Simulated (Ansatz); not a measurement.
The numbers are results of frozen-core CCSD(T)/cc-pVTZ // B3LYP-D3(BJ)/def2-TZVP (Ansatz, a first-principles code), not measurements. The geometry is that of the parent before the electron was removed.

Ansatz 0.2 input:
```yaml
crystal:
  periodic: [false, false, false]
  atoms:
    - { symbol: B, position_ang: [-1.669746, -0.184004, -0.117153] }
    - { symbol: B, position_ang: [-0.485355, 0.99286, -0.038084] }
    - { symbol: O, position_ang: [0.853728, 0.857738, 0.056927] }
    - { symbol: C, position_ang: [1.491459, -0.412414, 0.106862] }
    - { symbol: H, position_ang: [-2.232953, -0.585324, 0.858985] }
    - { symbol: H, position_ang: [-2.090028, -0.593712, -1.159557] }
    - { symbol: H, position_ang: [-0.868541, 2.137279, -0.069533] }
    - { symbol: H, position_ang: [0.765034, -1.229546, 0.057769] }
    - { symbol: H, position_ang: [2.181434, -0.494465, -0.733532] }
    - { symbol: H, position_ang: [2.05497, -0.488413, 1.037318] }
basis:
  gaussian: { orbitals: cc-pVTZ }
correlation:
  method: ccsd_t
total_charge: 1
magnetization:
  spin_polarized: true
  initial_magnetization: 1
```

Output:

```
Functional definition: HF
1166 factors; integrals over basis functions are off by at most 1.3e-3 eV
mean field evaluation 1: about -4491.7084 eV, gradient 3.6e1 eV
mean field evaluation 2: about -4491.7096 eV, gradient 3.6e1 eV
mean field evaluation 4: about -4497.5109 eV, gradient 4.1e0 eV
mean field evaluation 8: about -4497.6476 eV, gradient 2.0e-1 eV
mean field evaluation 16: about -4497.6283 eV, gradient 1.2e0 eV
mean field evaluation 32: about -4496.1172 eV, gradient 7.5e0 eV
mean field evaluation 64: about -4496.9444 eV, gradient 7.2e-1 eV
mean field evaluation 96: about -4495.4575 eV, gradient 7.8e-3 eV
mean field evaluation 128: about -4495.9933 eV, gradient 4.4e0 eV
mean field evaluation 160: about -4489.1084 eV, gradient 2.1e1 eV
mean field evaluation 192: about -4495.4534 eV, gradient 1.7e-1 eV
mean field evaluation 224: about -4494.4109 eV, gradient 8.3e0 eV
mean field -4497.64880394 eV, -165.2855449288 hartree, gradient 6.4e-6 eV, S^2 0.771445; 5 other end points of the search recorded, 0 dependent functions left out
determinant -4497.64880394 eV, -165.2855449288 hartree, with singles and doubles -4515.06172047 eV, -165.9254578084 hartree
determinant -4496.95802064 eV, -165.2601591108 hartree, with singles and doubles -4513.64529505 eV, -165.8734051344 hartree
determinant -4495.45750825 eV, -165.2050162975 hartree, with singles and doubles -4512.88943976 eV, -165.8456279648 hartree
4 core orbitals not correlated
reference -4497.64880394 eV, -165.2855449288 hartree; 11, 10 occupied and 189, 190 virtual orbitals, 1166 factors
second order -16.08516433 eV of doubles, -0.00000000 eV of singles
cycle   1  -17.13621610 eV  change    -1.5e0 eV  update   2.8e-2
cycle   2  -17.17822945 eV  change   -4.2e-2 eV  update   7.8e-3
cycle   3  -17.17605617 eV  change    2.2e-3 eV  update   4.9e-3
cycle   4  -17.18044946 eV  change   -4.4e-3 eV  update   3.1e-3
cycle   5  -17.18269906 eV  change   -2.2e-3 eV  update   2.3e-3
cycle   6  -17.18407829 eV  change   -1.4e-3 eV  update   1.1e-3
cycle   7  -17.18434579 eV  change   -2.7e-4 eV  update   5.3e-4
cycle   8  -17.18440242 eV  change   -5.7e-5 eV  update   1.9e-4
cycle   9  -17.18429783 eV  change    1.0e-4 eV  update   9.3e-5
cycle  10  -17.18423336 eV  change    6.4e-5 eV  update   4.2e-5
cycle  11  -17.18424424 eV  change   -1.1e-5 eV  update   2.4e-5
perturbative correction -0.69860588 eV, -0.0256732925 hartree
Total energy: -4515.53165405 eV, -165.9427275492 hartree
```

Cost: about 30 core-minutes (a rough figure).
